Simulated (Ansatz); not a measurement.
C2H8OSi2, SMILES `[SiH3][SiH]1COC1` from Hartree–Fock to CCSD(T)

Cartesian coordinates in Å:
```
Si -1.725 0.724 1.106
Si -0.140 0.410 -0.586
C 1.672 0.291 -0.026
O 1.613 -1.144 -0.136
C 0.413 -1.382 -0.896
H -3.085 0.363 0.622
H -1.387 -0.138 2.270
H -1.741 2.144 1.550
H -0.461 1.266 -1.766
H 2.405 0.714 -0.724
H 1.947 0.584 0.990
H -0.155 -2.208 -0.463
H 0.645 -1.624 -1.940
```

Charge 0, multiplicity 1. Geometry: relaxed with PBE0-D4/def2-TZVP. Frozen core, restricted reference, Ansatz 0.2.0. CBS rows extrapolate triple and quadruple zeta; past MP2 they add the triple-zeta difference.

```csv
basis,HF (Eh),MP2 corr.
def2-SVP,-732.75724,-0.65539
def2-TZVPP,-733.14540,-0.82066
def2-QZVPP,-733.17045,-0.87925
```

Question: Estimate the CCSD correlation energy and the (T) correction in each basis where they were run (hartree).

Answer: 
```
     basis  CCSD corr.       (T)
  def2-SVP    -0.72200  -0.02161
def2-TZVPP    -0.87852  -0.03553
 CBS(def2)    -0.98051     as TZ
```
